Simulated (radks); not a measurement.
The cerium ion Ce2+, configuration [Xe] 4f1 6s1 (not the ground configuration).

Method: scalar-relativistic Kohn-Sham, LDA (Slater exchange, Perdew-Wang correlation), spin-polarised, spherical densities, finite nucleus; open shells are filled with parallel spins first (spin-orbit coupling, left out, can overturn this in heavy ions); Fermi nuclear charge, rms radius 4.8771 fm; computed with a radial shooting solver on a logarithmic mesh with Libxc functionals.

Energy parts (eV):
total: -240896.65
kinetic: 255242.79
electron-nucleus: -582817.56
Hartree: 92179.07
exchange-correlation: -5500.95

Orbitals (lengths in bohr, moments of r in powers of bohr; r(90%) holds 90 % of the orbital's charge):
| orbital | occ. | eigenvalue (eV) | <r^2> | <r^4> | r(90%) |
|---|---|---|---|---|---|
| 1s up | 1 | -40240.73 | 0.0008221 | 1.780e-06 | 0.0443 |
| 1s down | 1 | -40240.71 | 0.0008221 | 1.780e-06 | 0.0443 |
| 2s up | 1 | -6457.555 | 0.01308 | 0.0002938 | 0.163 |
| 2s down | 1 | -6457.539 | 0.01308 | 0.0002938 | 0.163 |
| 2p up | 3 | -5788.433 | 0.01042 | 0.0002148 | 0.150 |
| 2p down | 3 | -5788.419 | 0.01042 | 0.0002148 | 0.150 |
| 3s up | 1 | -1402.417 | 0.08896 | 0.01197 | 0.409 |
| 3s down | 1 | -1402.134 | 0.08894 | 0.01197 | 0.409 |
| 3p up | 3 | -1189.527 | 0.08892 | 0.01249 | 0.415 |
| 3p down | 3 | -1189.247 | 0.08890 | 0.01249 | 0.415 |
| 3d up | 5 | -886.1279 | 0.07591 | 0.01037 | 0.397 |
| 3d down | 5 | -885.9045 | 0.07587 | 0.01036 | 0.397 |
| 4s up | 1 | -296.1018 | 0.4589 | 0.3066 | 0.916 |
| 4s down | 1 | -295.3426 | 0.4588 | 0.3064 | 0.916 |
| 4p up | 3 | -226.5367 | 0.5185 | 0.4023 | 0.983 |
| 4p down | 3 | -225.7703 | 0.5184 | 0.4022 | 0.982 |
| 4d up | 5 | -126.3465 | 0.6431 | 0.6729 | 1.12 |
| 4d down | 5 | -125.5741 | 0.6432 | 0.6736 | 1.12 |
| 5s up | 1 | -56.2614 | 2.538 | 9.416 | 2.16 |
| 5s down | 1 | -55.7110 | 2.543 | 9.433 | 2.16 |
| 5p up | 3 | -38.5591 | 3.380 | 17.25 | 2.51 |
| 5p down | 3 | -38.0542 | 3.373 | 17.10 | 2.51 |
| 4f up | 1 | -21.3424 | 1.477 | 5.606 | 1.83 |
| 4f down | 0 | -20.6208 | 1.486 | 5.647 | 1.83 |
| 6s up | 1 | -15.5247 | 14.16 | 282.2 | 5.05 |
| 6s down | 0 | -14.6624 | 14.40 | 295.7 | 5.12 |

The highest occupied level is 6s up at -15.525 eV. The configuration is held as typed, so some empty levels lie below it. Summed over all electrons, <r^2> = 53.00 bohr^2, which gives a Langevin (diamagnetic) susceptibility term of -42 x 10^-6 cm^3/mol. Spin moment in Bohr magnetons: 2. The electron density at the nucleus is 3.961e+05 e/bohr^3 (large components only).
